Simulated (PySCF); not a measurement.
**CdO⁻: from constants to spectrum**

ROHF-MP2 constants of CdO⁻, ²Σ⁺ (doublet), unpaired electrons σ ↑ (Cd def2-SVPD with ECP28, O def2-SVPD; scalar-relativistic core potentials (PySCF 2.14); masses 113.9034 and 15.9949 u):

- ωe: 310.2 cm⁻¹
- ωexe: 3.43 cm⁻¹
- Be: 0.25138 cm⁻¹
- αe: 0.00323 cm⁻¹
- D (centrifugal): 6.6e-07 cm⁻¹
- De to Cd + O⁻: 1.08 eV

Question: Give the vibrational terms G(v) and spacings up to v = 6.

Answer: G(v) = ωe(v+½) − ωexe(v+½)².

| v | G(v) (cm⁻¹) | G(v) − G(v−1) | Bv (cm⁻¹) |
| --- | --- | --- | --- |
| 0 | 154 |  | 0.2498 |
| 1 | 458 | 303 | 0.2465 |
| 2 | 754 | 296 | 0.2433 |
| 3 | 1044 | 290 | 0.2401 |
| 4 | 1326 | 283 | 0.2368 |
| 5 | 1602 | 276 | 0.2336 |
| 6 | 1871 | 269 | 0.2304 |

Question: How well does the Morse estimate ωe²/(4ωexe) reproduce De, and what is D0?

Answer: It gives 0.87 eV, 81 % of the computed De. D0 = De − G(0) = 1.08 − 0.02 = 1.06 eV.

Correlated steps freeze 1 core orbital. Correlated levels converge slowly with the basis: in double zeta they bind strong bonds too weakly, by up to about 1 eV, and carry superposition errors of some tenths. Spin–orbit coupling is left out. For an ion De counts to the pair picked by the measured ionisation energies or electron affinities, which need not be the lowest pair at this level. The state was picked by a PBE0 search and need not be the measured ground state.
